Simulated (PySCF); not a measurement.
FNa, charge -1, doublet, at the geometry of the source list (a state made from the parent by changing its charge; the spin is typed, not shown lowest) (in this run its highest filled SCF level lies above zero, so its values depend strongly on the basis, on diffuse functions most of all); PySCF with PBE0/6-31G*.

Here is a job for PySCF.
```python
from pyscf import gto, scf, dft

mol = gto.Mole()
mol.atom = '''
    Na   -0.468200   -0.386100   -0.632500
    F     0.468200    0.386100    0.632500
'''
mol.basis = '6-31g*'
mol.charge = -1
mol.spin = 1
mol.verbose = 4
mol.build()

mf = dft.UKS(mol)
mf.xc = 'pbe0'
mf.kernel()
```

The log (banner, timings and long lists left out):

```
PySCF version 2.14.0

[INPUT] verbose = 4
[INPUT] num. atoms = 2
[INPUT] num. electrons = 21
[INPUT] charge = -1
[INPUT] spin (= nelec alpha-beta = 2S) = 1
[INPUT] symmetry False subgroup None
[INPUT] Mole.unit = angstrom
[INPUT] Symbol           X                Y                Z      unit          X                Y                Z       unit  Magmom
[INPUT]  1 Na    -0.468200000000  -0.386100000000  -0.632500000000 AA   -0.884769771521  -0.729623256695  -1.195251773787 Bohr   0.0
[INPUT]  2 F      0.468200000000   0.386100000000   0.632500000000 AA    0.884769771521   0.729623256695   1.195251773787 Bohr   0.0

nuclear repulsion = 29.8833590169997
number of shells = 14
number of NR pGTOs = 78
number of NR cGTOs = 32
basis = 6-31g*
ecp = {}

******** <class 'pyscf.dft.uks.UKS'> ********
method = UKS
initial guess = minao
damping factor = 0
level_shift factor = 0
DIIS = <class 'pyscf.scf.diis.CDIIS'>
diis_start_cycle = 1
diis_space = 8
diis_damp = 0
SCF conv_tol = 1e-09
SCF conv_tol_grad = None
SCF max_cycles = 50
direct_scf = True
direct_scf_tol = 1e-13
number electrons alpha = 11  beta = 10
XC library pyscf.dft.libxc version 7.1.2
    S. Lehtola, C. Steigemann, M. J. T. Oliveira, and M. A. L. Marques,  SoftwareX 7, 1–5 (2018)
XC functionals = pbe0
    C. Adamo and V. Barone,  J. Chem. Phys. 110, 6158 (1999)
    M. Ernzerhof and G. E. Scuseria,  J. Chem. Phys. 110, 5029 (1999)
radial grids:
    Treutler-Ahlrichs [JCP 102, 346 (1995); DOI:10.1063/1.469408] (M4) radial grids

becke partition: Becke, JCP 88, 2547 (1988); DOI:10.1063/1.454033
pruning grids: <function nwchem_prune>
grids dens level: 3
symmetrized grids: False
atomic radii adjust function: <function treutler_atomic_radii_adjust>
small_rho_cutoff = 0
Set gradient conv threshold to 3.16228e-05
tot grids = 32368
init E= -261.777088084301

cycle= 1 E= -261.798460922874  delta_E= -0.0214  |g|= 0.604  |ddm|= 0.685
cycle= 2 E= -253.933369260452  delta_E= 7.87  |g|= 3.05  |ddm|=  3.3
cycle= 3 E= -261.942729668709  delta_E= -8.01  |g|= 0.0578  |ddm|= 3.12
cycle= 4 E= -261.949693631734  delta_E= -0.00696  |g|= 0.0221  |ddm|= 0.364
cycle= 5 E= -261.950230995971  delta_E= -0.000537  |g|= 0.00421  |ddm|= 0.108
cycle= 6 E= -261.9502850122  delta_E= -5.4e-05  |g|= 0.00073  |ddm|= 0.0485
cycle= 7 E= -261.950286017485  delta_E= -1.01e-06  |g|= 0.000312  |ddm|= 0.0061
cycle= 8 E= -261.950286103669  delta_E= -8.62e-08  |g|= 5.37e-05  |ddm|= 0.00116
cycle= 9 E= -261.950286106247  delta_E= -2.58e-09  |g|= 5.75e-06  |ddm|= 0.000125
cycle= 10 E= -261.950286106322  delta_E= -7.5e-11  |g|= 8.06e-07  |ddm|= 5.47e-05
Extra cycle  E= -261.950286106324  delta_E= -1.31e-12  |g|= 8.01e-07  |ddm|= 3.77e-06
converged SCF energy = -261.950286106324  <S^2> = 0.75036963  2S+1 = 2.0003696
```
